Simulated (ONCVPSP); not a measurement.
## How hard is this fluorine ONCV potential?

ONCVPSP 4.0.1 input, shortened (lines: element, Z, core and valence counts, functional; n l f; lmax; l rc ep ncon nbas qcut; lloc lpopt rc5 dvloc0; l nproj debl; icmod fcfact rcfact), Wu-Cohen, scalar-relativistic:

```
  F 9.00    1    2  -118130      upf
    1    0    2.00
    2    0    2.00
    2    1    5.00
    1
    0    0.75    0.00    4    9   11.10
    1    1.52    0.00    3    7    6.50
    4    5    0.65    6.00
    0    2    2.10
    1    1    1.50
    3    3.50    1.60
```

Task: For each optimised wave give the share of its norm inside rc, the residual kinetic energy above qcut (Ha) and the cutoffs (Ha) for errors of 10, 1, 0.1 and 0.01 mHa per electron.

Result:

```json
{"wave": "2s", "norm inside rc": "0.324", "residual KE": "2.0e-04", "10 mHa": "37.3", "1 mHa": "51.8", "0.1 mHa": "89.4", "0.01 mHa": "381.2"}
{"wave": "s projector 2", "norm inside rc": "0.076", "residual KE": "7.7e-05", "10 mHa": "29.7", "1 mHa": "46.4", "0.1 mHa": "59.7", "0.01 mHa": "241.1"}
{"wave": "2p", "norm inside rc": "0.795", "residual KE": "8.8e-04", "10 mHa": "16.7", "1 mHa": "21.0", "0.1 mHa": "71.5", "0.01 mHa": "not reached"}
```

The occupied waves need 52 Ha and 89 Ha for 1 and 0.1 mHa. Its largest configuration-test error is +2498 meV.
